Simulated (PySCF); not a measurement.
# Electron correlation in Ar⁺ (argon, charge +1)

[Ne] 3s2 3p5, 2P determinant. All numbers are calculated (PySCF 2.14, no relativity, point nucleus, in aug-cc-pV(D+d)Z (5s4p3d, 32 functions)). Frozen: [Ne]; 7 electrons correlated.

MP2 pair energies summed by pair of shells (mhartree):

```json
{"pair": "3p-3p", "energy": "-85.28", "share (%)": "69.3"}
{"pair": "3s-3p", "energy": "-30.88", "share (%)": "25.1"}
{"pair": "3s-3s", "energy": "-6.97", "share (%)": "5.7"}
```

Total MP2 correlation energy: -123.13 mhartree.

Same-spin part -31.22 and opposite-spin part -91.91 mhartree; SCS-MP2 scales them by 1/3 and 6/5 to -120.70 mhartree.

```csv
level,correlation energy (mhartree)
CCSD,-143.17
(T),-2.07
CCSD(T),-145.24
```

Diagnostics: T1 = 0.0058, D1 = 0.0207, largest double amplitude 0.047.

Cost of the coupled-cluster step: 0.49 s of wall time on 1 thread of Neoverse-N1 (shared host), for 7 correlated electrons.
